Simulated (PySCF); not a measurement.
```xyz
8

C      2.7531     0.1549     0.9993
C      1.5841     0.0662     0.7098
C      0.2678    -0.0326     0.3833
C     -0.9035    -0.1109     0.0883
N     -2.1972    -0.2546    -0.2111
H      3.7806     0.2315     1.2545
H     -2.4321    -0.3708    -1.1856
H     -2.8527     0.3164     0.3014
```

Charge 0, multiplicity 1.

Task: Give the Mulliken and meta-Löwdin atomic charges from M06-2X/def2-TZVP // B3LYP-D3(BJ)/def2-TZVP run with PySCF 2.14.0.

Result: 
```
atom  Mulliken (e)  meta-Löwdin (e)
----  ------------  ---------------
C1           -0.27            -0.20
C2            0.01            -0.02
C3           -0.17            -0.13
C4            0.22             0.07
N5           -0.52            -0.43
H6            0.20             0.17
H7            0.27             0.26
H8            0.27             0.26
```
